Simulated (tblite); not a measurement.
Run record: tight-binding relaxation, `CC#CC[C@](C)([SiH3])Cl`.

Computed with GFN2-xTB geometry optimisation, gas phase (tblite 0.8.0). Start geometry: from a force field or distance geometry. The command runs a driver script over a list of jobs; the input below is this job's line of settings and its coordinates in Å.

Command:
```bash
OMP_NUM_THREADS=1 python probes_run.py task.json out
```

Input:
```
{"job": {"kind": "relax", "xc": "GFN2-xTB", "basis": "xTB"}, "charge": 0, "multiplicity": 1}
C      3.265700     0.533700    -0.969000
C      2.106700     0.212100    -0.128500
C      1.180400    -0.064600     0.581800
C      0.016500    -0.380500     1.429300
C     -1.335600    -0.392800     0.693800
C     -1.357600    -1.442600    -0.440800
Si    -1.901100     1.337800     0.100600
Cl    -2.605900    -0.886000     1.899000
H      4.201800     0.391800    -0.424700
H      3.204900     1.577200    -1.294600
H      3.275000    -0.103300    -1.858400
H      0.190700    -1.380100     1.883700
H     -0.012800     0.323900     2.285200
H     -0.653800    -1.184600    -1.248800
H     -2.350100    -1.528000    -0.890400
H     -1.070400    -2.430000    -0.048500
H     -1.003900     1.846700    -0.963800
H     -1.883500     2.299900     1.231500
H     -3.276800     1.278600    -0.456500
```

Output:
```
step      E/eV     max force
  0    -671.52233    0.805
  1    -671.54851    1.753
  2    -671.57373    0.754
  3    -671.58820    0.275
  4    -671.59982    0.237
  5    -671.60851    0.270
  6    -671.61463    0.227
  7    -671.61896    0.172
  8    -671.62177    0.178
  9    -671.62372    0.128
... (37 lines left out)
 47    -671.63521    0.022
 48    -671.63529    0.021
 49    -671.63536    0.028
 50    -671.63543    0.028
 51    -671.63549    0.022
 52    -671.63556    0.021
 53    -671.63563    0.015
 54    -671.63566    0.011
 55    -671.63568    0.010
 56    -671.63569    0.010
```

«max force» is the largest atomic force in eV/Å.

Problem. From which step on does the largest force stay under 0.1 eV/Å, and how much energy is left to gain from there?

Solution. From step 11 (0.069 eV/Å), 9.5 meV above the end.

Summary of the converged run: energy lowered by 2.6 kcal/mol over 56 steps; largest atomic force 0.010 eV/Å at the end.

Problem. Give the final coordinates.

Solution. 0.105 Å rms from the input after alignment:
```
atom  x, y, z in Å
C1     3.1493    0.5544   -0.9869
C2     2.0381    0.2208   -0.1220
C3     1.1186   -0.0506    0.5972
C4     0.0064   -0.4104    1.4558
C5    -1.3106   -0.3919    0.6805
C6    -1.3101   -1.4381   -0.4171
Si7   -1.8116    1.3569    0.0701
Cl8   -2.6192   -0.8311    1.8595
H9     4.0900    0.4157   -0.4548
H10    3.0757    1.5929   -1.3086
H11    3.1442   -0.0899   -1.8661
H12    0.1839   -1.4103    1.8679
H13   -0.0452    0.2944    2.2908
H14   -0.5150   -1.2072   -1.1240
H15   -2.2594   -1.4453   -0.9478
H16   -1.1342   -2.4346   -0.0120
H17   -0.8468    1.8063   -0.9329
H18   -1.8145    2.2360    1.2367
H19   -3.1494    1.2412   -0.5053
```

The run took 0.82 s wall on one thread of an Arm Neoverse N1, no GPU (shared host).
Labels such as C1 count atoms from 1, the log's own numbers from 0.
